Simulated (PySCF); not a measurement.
Reaction (SMILES): N#P (N-P) + H+ → [NH+]#P
B3LYP-D3(BJ)/def2-TZVP geometries, fixed; electronic energies without zero-point terms; positive where energy is released.
Largest species:
```
N
H 1 1.0147
P 1 1.4549 2 180.00
```
Charge +1, spin multiplicity 1.

Effect of the atomic grid (radial, angular points) at M06-2X/def2-TZVP with PySCF, against the last row, where the proton affinity is 197.68 kcal/mol. The proton sits at the site shown, which need not be the one that binds it best. Cost is core time over that of atom_grid: 75, 302, unpruned, rough, on shared machines of one kind; a dash marks a row that isn't timed (too short, read off another run, short of memory, by another algorithm or on other hardware).

```json
[
 {"setting": "atom_grid: 30, 110, unpruned", "grid points, largest species": "9904", "largest shift of a total energy (mEh)": "1.914", "shift of the proton affinity (kcal/mol)": "0.348", "cost": "-"},
 {"setting": "atom_grid: 50, 194, unpruned", "grid points, largest species": "29104", "largest shift of a total energy (mEh)": "-0.384", "shift of the proton affinity (kcal/mol)": "0.014", "cost": "0.4×"},
 {"setting": "atom_grid: 75, 302, unpruned", "grid points, largest species": "67952", "largest shift of a total energy (mEh)": "0.016", "shift of the proton affinity (kcal/mol)": "0.000", "cost": "1×"},
 {"setting": "atom_grid: 99, 590, unpruned", "grid points, largest species": "175232", "largest shift of a total energy (mEh)": "-0.002", "shift of the proton affinity (kcal/mol)": "0.001", "cost": "2×"},
 {"setting": "atom_grid: 150, 974, unpruned", "grid points, largest species": "438304", "largest shift of a total energy (mEh)": "0.000", "shift of the proton affinity (kcal/mol)": "0.000", "cost": "5×"}
]
```

Within 0.1 kcal/mol in the proton affinity: atom_grid: 50, 194, unpruned; atom_grid: 75, 302, unpruned; atom_grid: 99, 590, unpruned. The largest shift is 1.914 mEh in a total energy and 0.348 kcal/mol in the difference.
